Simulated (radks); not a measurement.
Task: Radial electron density D(r) = 4 pi r^2 rho(r) of an atom or ion with 62 electrons. Method: Dirac Kohn-Sham, LDA (Slater exchange, Perdew-Wang correlation), spin-unpolarised, spherical densities, point nucleus; computed with a radial shooting solver on a logarithmic mesh with Libxc functionals.

| r (bohr) | D(r) (e/bohr) |
|---|---|
| 0.001891 | 11.50 |
| 0.002184 | 14.29 |
| 0.002542 | 17.86 |
| 0.002936 | 21.90 |
| 0.003391 | 26.65 |
| 0.003947 | 32.48 |
| 0.004559 | 38.74 |
| 0.005265 | 45.67 |
| 0.006129 | 53.53 |
| 0.007078 | 61.21 |
| 0.008175 | 68.75 |
| 0.009517 | 76.02 |
| 0.01099 | 81.68 |
| 0.01269 | 85.60 |
| 0.01478 | 87.42 |
| 0.01707 | 86.84 |
| 0.01971 | 84.38 |
| 0.02294 | 80.77 |
| 0.0265 | 77.89 |
| 0.0306 | 77.21 |
| 0.03562 | 80.34 |
| 0.04114 | 87.29 |
| 0.04751 | 96.89 |
| 0.05531 | 106.9 |
| 0.06388 | 112.5 |
| 0.07378 | 111.6 |
| 0.08589 | 103.9 |
| 0.09919 | 93.64 |
| 0.1146 | 86.24 |
| 0.1334 | 86.14 |
| 0.154 | 92.64 |
| 0.1779 | 99.18 |
| 0.2071 | 97.36 |
| 0.2391 | 83.97 |
| 0.2762 | 64.17 |
| 0.3215 | 47.14 |
| 0.3713 | 41.76 |
| 0.4288 | 45.14 |
| 0.4992 | 49.48 |
| 0.5765 | 47.39 |
| 0.6658 | 38.87 |
| 0.7751 | 27.68 |
| 0.8952 | 19.42 |
| 1.034 | 14.63 |
| 1.204 | 11.93 |
| 1.39 | 9.860 |
| 1.605 | 7.511 |
| 1.869 | 4.950 |
| 2.158 | 2.924 |
| 2.492 | 1.533 |
| 2.902 | 0.6980 |
| 3.351 | 0.3093 |
| 3.87 | 0.1304 |
| 4.505 | 0.04844 |
| 5.203 | 0.01663 |
| 6.009 | 0.004711 |
| 6.996 | 0.0009487 |
| 8.079 | 0.0001524 |

What is the nuclear charge?

Result: Z = 64. The innermost maximum, from 1s, lies near gamma/Z bohr with gamma = sqrt(1 - (Z/c)^2) = 0.884, here 0.0138 bohr (found: 0.0153), and its height grows with Z. The density is that of the gadolinium ion Gd2+ in [Xe] 4f7 5d1; the configuration itself is not fixed sharply by these data, and Z only to a few units. D(r) has 4 maxima, at r = 0.0153, 0.0676, 0.188, 0.515 bohr, and minima at 0.0294, 0.124, 0.371 bohr, inside which lie 2.01, 11.21, 29.35 electrons.
